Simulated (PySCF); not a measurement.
## Deuteron quadrupole couplings in `C=[P@@]1(C)CCC[C@H]1CC`

C₈H₁₇P.
Structure used (GFN2-xTB), in Å, numbered top down from 1:
```
atom  x, y, z in Å
C1    -0.7419    2.2323   -0.8071
P2    -0.6488    0.7571    0.0359
C3    -0.8784    1.0653    1.8209
C4    -2.0657   -0.2954   -0.4755
C5    -1.6260   -1.7470   -0.3310
C6    -0.1591   -1.7951   -0.7537
C7     0.5747   -0.7248    0.0486
C8     1.9159   -0.3260   -0.5483
C9     2.6304    0.6818    0.3411
H10   -0.0014    2.9473   -0.4530
H11   -0.6605    2.0819   -1.8821
H12   -1.6741    1.8011    1.9245
H13    0.0387    1.4661    2.2494
H14   -1.1448    0.1440    2.3367
H15   -2.9457   -0.0458    0.1206
H16   -2.2853   -0.0460   -1.5166
H17   -1.7136   -2.0659    0.7105
H18   -2.2388   -2.4133   -0.9409
H19   -0.0863   -1.5603   -1.8196
H20    0.2732   -2.7844   -0.5914
H21    0.7216   -1.0710    1.0765
H22    1.7444    0.1228   -1.5321
H23    2.5411   -1.2127   -0.6884
H24    2.0044    1.5658    0.4647
H25    2.8286    0.2578    1.3239
H26    3.5764    0.9871   -0.1005
```

Level: PBE0/pcSseg-1 (PySCF, non-relativistic); Q(2H) = 0.00286 b; rigid geometry, the same for H and D, with no vibrational averaging.

Question: Rank these positions by the coupling χzz of a deuteron there, largest first.
A. H19 (methylene hydrogen)
B. H11 (hydrogen on carbon)
C. H12 (methyl hydrogen)

Answer: B (223 kHz), C (209 kHz), A (201 kHz).

What are Vzz, η and χzz (234.96 MHz × Q × Vzz) at all hydrogens?

```csv
atom,bonded to,bond length (Å),Vzz (au),η,χzz (kHz)
H10,C1,1.089,0.3319,0.13,223
H11,C1,1.089,0.3320,0.13,223
H12,C3,1.089,0.3117,0.01,209
H13,C3,1.089,0.3155,0.01,212
H14,C3,1.089,0.3146,0.01,211
H15,C4,1.092,0.3084,0.00,207
H16,C4,1.093,0.3047,0.00,205
H17,C5,1.093,0.3029,0.01,204
H18,C5,1.091,0.3071,0.01,206
H19,C6,1.094,0.2992,0.01,201
H20,C6,1.092,0.3073,0.01,207
H21,C7,1.095,0.3017,0.03,203
H22,C8,1.095,0.2968,0.03,199
H23,C8,1.094,0.3022,0.02,203
H24,C9,1.090,0.3080,0.03,207
H25,C9,1.088,0.3143,0.02,211
H26,C9,1.088,0.3163,0.01,213
```

A static deuteron (I = 1) shows a doublet split by (3/2)χ, (3/4)χ(1 + η) and (3/4)χ(1 − η) with the field along z, y and x of the gradient. What are these for H10?

With |χ| = 223.1 kHz and η = 0.130: 335, 189 and 146 kHz, to first order and without motion.

The structure is a single GFN2-xTB conformer in the gas phase; no vibrational or solvent corrections. GFN2-xTB bond lengths can be off by several hundredths of an ångström, more for odd bonds, and the gradients follow them. The basis is small and wasn't made for field gradients, so the couplings can be 20 % off.
